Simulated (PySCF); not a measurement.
## Broadened absorption spectrum of C4H3BF2

C4H3BF2.
SMILES with atom numbers: `[CH2:1]=[CH:2][C:3]#[C:4][B:5]([F:6])[F:7]` (hydrogens: H8, H9 on C1; H10 on C2)

Method: TDDFT PBE0/def2-SVPD, vertical, gas phase, core orbitals frozen in the response (PySCF). Isolated species at its GFN2-xTB geometry, gas phase.

Each state is given a Gaussian of 0.25 eV full width at half maximum, with ε(max) = 2.175×10⁸ f / Δν̃ (Δν̃ the width in cm⁻¹). The width is an assumption, not a result. The curve ends short of the highest state used, and states not computed would add to its high-energy end.

```
E (eV)  ε (L mol⁻¹ cm⁻¹)
  4.19                 0
  4.31                 1
  4.42                 9
  4.53                22
  4.64                23
  4.76               283
  4.87              4241
  4.98             22088
  5.10             39292
  5.21             21686
  5.32              4091
  5.43               264
  5.55                 4
  5.66                 0
  5.77                 0
  5.89                 0
  6.00                 2
  6.11                22
  6.22                72
  6.34                78
  6.45                27
  6.56                 4
  6.67                35
  6.79               851
```

(1) Locate the maxima and give the states behind the curve.

(2) Coming from long wavelengths, where does ε first pass 100 L mol⁻¹ cm⁻¹?

(3) On this curve, what absorbance would a 10⁻⁴ mol/L sample give at 248 nm over a 1 cm path?

Answers

(1) 271 nm (4.57 eV), ε about 24, made up of S1 (99%) (hardly more than a shoulder); 243 nm (5.09 eV), ε about 39000, made up of S2 (100%); 197 nm (6.29 eV), ε about 88, made up of S3 (100%) (ε in L mol⁻¹ cm⁻¹; maxima over ε = 5, shares over 10%). At its high-energy end, 6.79 eV, the curve is still rising (ε about 850, from S4). The states used: S1 4.57 eV (f 0.0002); S2 5.09 eV (f 0.365); S3 6.29 eV (f 0.0008); S4 7.03 eV (f 0.104); S5 7.35 eV (f 0.0037); S6 7.39 eV (f 0.015).

(2) At about 262 nm (4.73 eV), 0.16 eV above S1.

(3) 248 nm is 4.999 eV, where ε is about 26000 L mol⁻¹ cm⁻¹, so A = ε c l ≈ 2.6 (Beer–Lambert, with the gas-phase spectrum and the assumed width).
